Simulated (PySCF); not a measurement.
**Bonding in `C[Si](C)(C)O[Si]1(C)CC1`**

C₆H₁₆OSi₂.
Numbering: `[CH3:1][Si:2]([CH3:3])([CH3:4])[O:5][Si:6]1([CH3:7])[CH2:8][CH2:9]1` (hydrogens: H10, H11, H12 on C1; H13, H14, H15 on C3; H16, H17, H18 on C4; H19, H20, H21 on C7; H22, H23 on C8; H24, H25 on C9)

Structure used (GFN2-xTB), in Å, numbered top down from 1:
```xyz
25
C6H16OSi2 angstrom
C     -2.438    0.983    1.649
Si    -1.461   -0.101    0.431
C     -1.375   -1.911    1.010
C     -2.160    0.014   -1.336
O      0.055    0.532    0.428
Si     1.601    0.490   -0.062
C      2.423    2.120    0.412
C      2.509   -1.149   -0.186
C      2.092   -0.537   -1.557
H     -2.414    2.028    1.354
H     -3.479    0.679    1.697
H     -2.028    0.917    2.652
H     -2.359   -2.369    1.041
H     -0.757   -2.505    0.344
H     -0.946   -1.985    2.005
H     -1.574   -0.584   -2.028
H     -3.186   -0.336   -1.385
H     -2.144    1.038   -1.697
H      3.435    2.162    0.028
H      2.463    2.233    1.490
H      1.870    2.963    0.010
H      2.022   -2.080    0.068
H      3.576   -1.218   -0.023
H      1.354   -1.107   -2.106
H      2.913   -0.252   -2.200
```

Bond orders from the PBE0/pcSseg-1 density (PySCF). Isolated species at its GFN2-xTB geometry (one conformer only).

Task: How far do the computed orders between heavy atoms stray from the drawn ones?

Result: The largest departure is 0.135, at Si2–O5 (drawn single, 0.865). Drawn single, order below 0.88: Si2–O5 (0.865) and C8–C9 (0.875).

Task: Set the Mayer orders of the bonds between heavy atoms beside their lengths.

Result: 
```tsv
bond	drawn as	length (Å)	Mayer order
C1–Si2	single	1.901	0.951
Si2–C3	single	1.903	0.955
Si2–C4	single	1.903	0.952
Si2–O5	single	1.643	0.865
O5–Si6	single	1.623	0.973
Si6–C7	single	1.886	0.969
Si6–C8	single	1.879	0.928
C8–C9	single	1.558	0.875
C9–Si6	single	1.879	0.925
```

Bonds between the same two heavy elements. C–Si: lowest C9–Si6 and Si6–C8 (0.925, 1.879 Å), highest Si6–C7 (0.969, 1.886 Å); in 8 of the 15 pairs the longer bond (by over 0.003 Å) has the higher order (by 0.02 or more). O–Si: lowest Si2–O5 (0.865, 1.643 Å), highest O5–Si6 (0.973, 1.623 Å). Bonds named together lie within 0.004.

Task: And the bonds to hydrogen?

Result: C–H: 0.95 to 0.96 (16 bonds).

Task: Sum the orders of all bonds at each heavy atom with more than one neighbour and set the sums beside the valence in the SMILES.

Result: C1 3.821 (drawn 4), Si2 3.723 (drawn 4), C3 3.817 (drawn 4), C4 3.817 (drawn 4), O5 1.838 (drawn 2), Si6 3.795 (drawn 4), C7 3.831 (drawn 4), C8 3.706 (drawn 4), C9 3.705 (drawn 4). Orders between atoms that aren't bonded are not in these sums.

Mayer orders depend on the basis set.
